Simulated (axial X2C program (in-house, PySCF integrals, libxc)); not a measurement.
**Photoelectron levels of SbTe⁻ by EOM-IP-CCSD**

Computed with an in-house all-electron X2C program for linear molecules (integrals from PySCF): two-component X2C with atomic mean-field Coulomb and Gaunt terms, Gaussian nuclei, basis Te dyall-acv3z, Sb dyall-acv3z with contracted cores.

R = 2.652 Å (near the PBE0 minimum at charge -1 of the determinant lowest at the starting distance; the state shown can have its own minimum elsewhere, which is not the closed-shell reference).

Hartree–Fock spinors of SbTe⁻ (one of each Kramers pair; a window near the gap, which can cut inner shells):

| ω | occupied | ε (eV) | character |
| --- | --- | --- | --- |
| 1/2 | yes | -16.18 | 58% Te s, 20% Sb s, 9% Sb p |
| 1/2 | yes | -11.61 | 53% Sb s, 18% Te s, 15% Te p |
| 1/2 | yes | -4.76 | 60% Te p, 31% Sb p, 3% Sb s |
| 1/2 | yes | -4.54 | 49% Sb p, 42% Te p, 3% Sb s |
| 3/2 | yes | -3.08 | 70% Te p, 21% Sb p, 6% Sb d |
| 1/2 | yes | -2.05 | 48% Sb p, 30% Te p, 9% Sb d |
| 1/2 | no | 3.46 | 74% Sb p, 19% Te p, 3% Sb d |
| 3/2 | no | 3.74 | 77% Sb p, 8% Sb d, 7% Te p |
| 1/2 | no | 4.14 | 93% Sb p, 3% Te p |
| 1/2 | no | 4.18 | 40% Sb s, 34% Te p, 18% Sb p |
| 3/2 | no | 4.65 | 59% Sb p, 29% Te p, 8% Te d |
| 1/2 | no | 4.94 | 95% Te p |

Vertical detachment energies of SbTe⁻ to the states of SbTe:

| Ω of SbTe | vertical detachment energy (eV) | above lowest (cm⁻¹) | ionised spinor | one-hole weight |
| --- | --- | --- | --- | --- |
| 1/2 | 1.889 | 0 | 50% Sb pπ, 26% Te pπ, 8% Sb dπ | 0.93 |
| 3/2 | 3.164 | 10279 | 70% Te pπ, 21% Sb pπ | 0.89 |
| 1/2 | 3.888 | 16118 | 56% Te pπ, 34% Sb pπ | 0.86 |
| 1/2 | 4.497 | 21034 | 44% Te pσ, 39% Sb pσ, 6% Sb sσ | 0.92 |

Question: How far does the lowest EOM-IP-CCSD energy lie from the Koopmans value −ε of the highest filled spinor?

Answer: 1.889 eV against 2.05 eV, a shift of -0.16 eV: relaxation of the final state lowers the energy and the loss of correlation raises it.

This point took 17 s on 1 thread of Arm Neoverse N1, with other jobs on the host.

Reference electrons by ω block (each with its −ω partner): 1/2: 33, 3/2: 15, 5/2: 4. 12 electrons of SbTe⁻ correlated (inner shells frozen), 94 natural virtual spinors (a truncated set); levels can be off by some tenths of an eV. Roots sought by Ω: (1/2: 4, 3/2: 3, 5/2: 1); the list ends where they run out and leaves out roots under 60 % one-particle weight. The solver can skip a root, and states that need a further excitation, which the method places far too high, are missing though they may lie low or lowest. T1 of the reference 0.025 (Lee–Taylor). Number of frozen shells: Te 4 s, 3 p, 2 d; Sb 4 s, 3 p, 2 d. The closed-shell reference lies 0.16 eV above the lowest PBE0 determinant. Large amplitudes in the reference (orbital relaxation or multireference character) lower the reliability.
